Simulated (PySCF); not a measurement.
Delta-SCF ions had no search for a lower state. Excitations are Tamm–Dancoff values on a coarser integration grid. The basis has no diffuse functions, so Rydberg states are missing or too high.

Cartesian coordinates (Å):
SMILES: C=C[S@@](C)=O
```xyz
11

C      1.8371    -0.4207     0.3045
C      0.7127    -0.7944    -0.2827
S     -0.1986     0.3697    -1.2936
C     -1.7104     0.3579    -0.2788
O      0.4289     1.7064    -1.1181
H      2.4332    -1.1175     0.8784
H      2.1778     0.6041     0.2165
H      0.3160    -1.8034    -0.2647
H     -2.1311    -0.6476    -0.2565
H     -2.4093     1.0440    -0.7541
H     -1.4564     0.7015     0.7227
```
Charge 0, spin multiplicity 1.

**Question.** What is the computed LUMO, brightest of the four lowest singlets (TDA), S1–T1 gap (TDA), vertical ionisation energy (Delta-SCF) and S1 excitation (TDA) (TPSSh-D3(BJ)/def2-TZVP // B3LYP-D3(BJ)/def2-TZVP run with PySCF)?

**Answer.** 
```json
{
 "LUMO": "-1.02 eV",
 "brightest of the four lowest singlets (TDA)": "4.75 eV",
 "S1–T1 gap (TDA)": "0.76 eV",
 "vertical ionisation energy (Delta-SCF)": "8.71 eV",
 "S1 excitation (TDA)": "4.75 eV"
}
```
